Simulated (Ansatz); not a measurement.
`B[SiH]([SiH3])Cl` → `B[SiH2]Cl` + `[SiH2]` at 500 K and 1 bar (silylene loss).

Computed with Ansatz on PBE0-D4/def2-TZVP structures; ΔE is electronic, products minus reactants. CCSD(T)/CBS is the MP2 limit (def2-TZVPP, def2-QZVPP) plus CCSD(T) − MP2 in def2-TZVPP, frozen cores. This one scheme is used for every species.

```csv
species,CCSD(T)/CBS energy (Eh),H − E (kJ/mol),S (J/(mol·K))
`B[SiH]([SiH3])Cl`,-1066.34213,196.0,436.4
`B[SiH2]Cl`,-776.05948,134.8,351.5
`[SiH2]`,-290.19011,48.0,226.5
```

H − E and S are ideal-gas, rigid-rotor, harmonic terms from PBE0-D4/def2-TZVP, for one conformer and one mirror image of each species. 1 Eh = 2625.50 kJ/mol, R = 8.31446 J/(mol·K).

Problem. By hand: ΔE, ΔH, ΔS and ΔG.

Solution. ΔE = (-776.05948) + (-290.19011) − (-1066.34213) = 0.09254 Eh = 243.0 kJ/mol. Δ(H − E) = 134.8 + 48.0 − 196.0 = -13.2, so ΔH = 229.8 kJ/mol. ΔS = 351.5 + 226.5 − 436.4 = 141.6 J/(mol·K). ΔG = 229.8 − 500 × (141.6)/1000 = 159.0 kJ/mol.

Problem. By hand: the equilibrium constant, and the temperature at which ΔG would vanish if ΔH and ΔS stayed fixed.

Solution. log₁₀ K = −ΔG/(RT ln 10) = -16.6. ΔG = 0 at ΔH/ΔS = 1623 K.

The number of gas molecules changes by +1, which sets the sign of ΔS. A doubt of 5 kJ/mol in ΔE shifts log₁₀ K by 0.5 here. Other conformers and mirror images would add mixing entropy, several J/(mol·K) or more a flexible species. These are equilibria of isolated gas molecules and say nothing of rates. Largest T1 diagnostic: 0.014 (customary marks: 0.02 for closed shells, 0.045 for open ones).
